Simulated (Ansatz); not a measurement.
Changing the shape of CaO, singlet

Calculated in Ansatz's Gaussian-basis code. Basis def2-SVP, nonrelativistic, 10 orbitals frozen in the corrections; active space CAS(8,8). Restricted Hartree–Fock, then the lowest state-specific CASSCF solution met for each case. The basis is small, far from the limit. On stretched bonds single-reference methods can fail or change state. Unlike active orbitals can shift such differences by tenths of an eV, at times by over 1 eV.

Case A: bond length 1.8220 Å.

Case B: bond length 3.6440 Å. A bond is stretched, to 1.51 times the sum of the covalent radii.

Energy less that of case A, in eV:

```
case  RHF/ROHF  CASSCF
   B    +3.467  +3.810
```

Problem. What does SC-NEVPT2 give for these differences?

Solution. B: +3.497 eV (80.6 kcal/mol).
